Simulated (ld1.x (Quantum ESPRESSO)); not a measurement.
## What one change does to a pseudopotential (P (Z = 15), ultrasoft)

ld1.x (Quantum ESPRESSO) 7.5 input, shortened:

```
&input
   title='P', zed=15., rel=1, dft='PBE', iswitch=3,
   config='[Ne] 3s2 3p3 3d-2'
 /
 &inputp
   pseudotype=3, tm=.true., lloc=-1, rcloc=1.45,
   nlcc=.true.
 /
5
3S  1  0   2.00   0.00  1.75  1.90  0.0
3S  1  0   0.00   0.35  1.75  1.90  0.0
3P  2  1   3.00   0.00  1.65  2.10  0.0
3P  2  1   0.00   2.25  1.65  2.10  0.0
3D  3  2  -2.00   0.10  1.40  1.90  0.0
 &test
   configts(1)='3s2 3p3'
 /
```

Change: wave 3p channel at 2.25 Ry: rcut 1.65, rcutus 2.10 bohr becomes 3p channel at -0.2 Ry: rcut 1.65, rcutus 2.10 bohr.

Cutoffs: the cutoffs (Ry, on a coarse ladder) from which the occupation-weighted sum of valence levels, in a spherical-Bessel basis at the reference potential, stays within 10 and 1 mRy of its value at 400 Ry; they do not see the model core or the augmentation charge, which bear on the density cutoff. Errors are all-electron minus pseudo energies relative to the spin-unpolarised reference configuration.

Task: What does the change do?

Result: The potential gets neither clearly harder nor softer (12 Ry and 18 Ry → 12 Ry and 18 Ry); the errors of the 7 common tests hardly move; neither file shows a bound ghost.

| quantity | base | changed |
| --- | --- | --- |
| cutoff, loose | 12 Ry | 12 Ry |
| cutoff, tight | 18 Ry | 18 Ry |
| bound ghosts | none | none |
| error for 3s2 3p2, meV [ΔE 9.73 eV] | +1.1 | +0.9 |
| error for 3s2 3p1, meV [ΔE 28.88 eV] | +13 | +13 |
| error for 3s2 3p0, meV [ΔE 58.62 eV] | +57 | +57 |
| error for 3s2 3p2.5, meV [ΔE 3.77 eV] | 0.0 | 0.0 |
| error for 3s1 3p3, meV [ΔE 18.85 eV] | -1.9 | -2.0 |
| error for 3s1 3p0, meV [ΔE 110.62 eV] | +145 | +145 |
| error for 3s1 3p4, meV [ΔE 8.53 eV] | -3.2 | -3.1 |
| s: phases at 2.31 bohr within 0.05 rad from the reference energy up to (Ry; the scan ends near 5) | 3.6 | 3.6 |
| p: phases at 2.31 bohr within 0.05 rad from the reference energy up to (Ry; the scan ends near 5) | 4.7 | 4.3 |
| d: phases at 2.31 bohr within 0.05 rad from the reference energy up to (Ry; the scan ends near 5) | 3.9 | 3.9 |
| lowest overlap eigenvalue by channel | s 0.40, p 0.68, d 1.00 | s 0.40, p 0.82, d 1.00 |
